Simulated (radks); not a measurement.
Task: Species: Ca II. Configuration: [Ne] 3s2 3p5.75 4s1 4f0.25 (fractional occupations, a model configuration). Method: Dirac Kohn-Sham, RPBE, spin-unpolarised, spherical densities, finite nucleus; open shells fill j = l - 1/2 first; Fermi nuclear charge, rms radius 3.4776 fm; computed with a radial shooting solver on a logarithmic mesh with Libxc functionals. Some entries of the table are withheld. Estimate them.

| orbital | occ. | eigenvalue (hartree) | r(max) (bohr) |
|---|---|---|---|
| 1s1/2 | 2 | (1) | 0.05026 |
| 2s1/2 | 2 | (2) | 0.2998 |
| 2p1/2 | 2 | -12.78340 | 0.2453 |
| 2p3/2 | 4 | -12.64787 | 0.2474 |
| 3s1/2 | 2 | -2.10058 | 0.9917 |
| 3p1/2 | 2 | (3) | (4) |
| 3p3/2 | 3.75 | (5) | (6) |
| 3d3/2 | 0 | -0.39290 | (7) |
| 3d5/2 | 0 | -0.39203 | (8) |
| 4s1/2 | 1 | -0.37146 | 3.055 |
| 4p1/2 | 0 | -0.25357 | 3.654 |
| 4p3/2 | 0 | -0.25235 | 3.670 |
| 4f5/2 | 0.25 | -0.06561 | 9.859 |
| 4f7/2 | 0 | -0.06561 | 9.859 |

Result: 
(1) 1s1/2 eigenvalue (hartree): -145.5471
(2) 2s1/2 eigenvalue (hartree): -15.62650
(3) 3p1/2 eigenvalue (hartree): -1.40133
(4) 3p1/2 r(max) (bohr): 1.040
(5) 3p3/2 eigenvalue (hartree): -1.38693
(6) 3p3/2 r(max) (bohr): 1.046
(7) 3d3/2 r(max) (bohr): 1.202
(8) 3d5/2 r(max) (bohr): 1.204
